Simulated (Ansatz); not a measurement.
Conformers of C4H9F (SMILES CCCCF), B3LYP-D3(BJ)/def2-TZVP minima from an xTB search, which can miss the lowest.
Conformer 1 (charge 0, multiplicity 1):
```
atom    x (Å)    y (Å)    z (Å)
----  -------  -------  -------
C     -1.9212   0.0975   0.3629
C     -0.6299  -0.1571  -0.4085
C      0.6173   0.2067   0.3942
C      1.9116  -0.0547  -0.3413
F      2.0578  -1.4250  -0.5960
H     -1.9517  -0.4924   1.2821
H     -2.7977  -0.1675  -0.2308
H     -2.0141   1.1498   0.6428
H     -0.5723  -1.2088  -0.6977
H     -0.6369   0.4193  -1.3396
H      0.5947   1.2705   0.6574
H      0.6309  -0.3477   1.3377
H      1.9332   0.4534  -1.3094
H      2.7784   0.2558   0.2460
```
Conformer 2 (charge 0, multiplicity 1):
```xyz
14

C     -1.9610     0.1077    -0.1051
C     -0.5411     0.3713     0.3883
C      0.5157    -0.3501    -0.4476
C      1.9176    -0.0818     0.0511
F      2.8524    -0.7596    -0.7387
H     -2.1963    -0.9584    -0.0712
H     -2.0855     0.4410    -1.1378
H     -2.6975     0.6318     0.5061
H     -0.4545     0.0586     1.4338
H     -0.3442     1.4481     0.3740
H      0.4458    -0.0335    -1.4922
H      0.3346    -1.4286    -0.4286
H      2.1636     0.9822     0.0023
H      2.0504    -0.4288     1.0792
```

Cores are frozen in the correlated methods. MP2 and its Hartree–Fock in cc-pVQZ, cc-pVTZ are density fitted.

Programs: Ansatz (a program for electronic structure) with Gaussian orbitals. 

The energy of conformer 2 above conformer 1 is E(conformer 2) − E(conformer 1). Total energies (hartree):

```
level             conformer 2   conformer 1
---------------  ------------  ------------
HF/cc-pVTZ       -256.2445586  -256.2447632
MP2/cc-pVTZ      -257.1994759  -257.2000327
HF/cc-pVQZ       -256.2630674  -256.2631703
MP2/cc-pVQZ      -257.2852710  -257.2857223
MP2/cc-pVDZ      -256.9259320  -256.9268626
CCSD(T)/cc-pVDZ  -257.0076432  -257.0085537
```

### Question
Work out the energy of conformer 2 above conformer 1 at the basis-set limit: extrapolate the MP2 correlation part as X⁻³, take Hartree–Fock from the larger set, and add the CCSD(T) − MP2 difference of cc-pVDZ.

### Answer

1. Differences (1 hartree = 627.509 kcal/mol): HF/cc-pVTZ 0.128; MP2/cc-pVTZ 0.349; HF/cc-pVQZ 0.065; MP2/cc-pVQZ 0.283; MP2/cc-pVDZ 0.584; CCSD(T)/cc-pVDZ 0.571.
2. Correlation parts, MP2 less HF: 0.221 in cc-pVTZ (X = 3), 0.219 in cc-pVQZ (X = 4).
3. Limit (4³·(0.219) − 3³·(0.221))/(4³ − 3³) = 0.217; with HF/cc-pVQZ it gives 0.281.
4. CCSD(T) less MP2 in cc-pVDZ: -0.013.
Result: 0.27 kcal/mol, against 0.35 at MP2/cc-pVTZ. It is an estimate of this method's limit, not of the exact value.
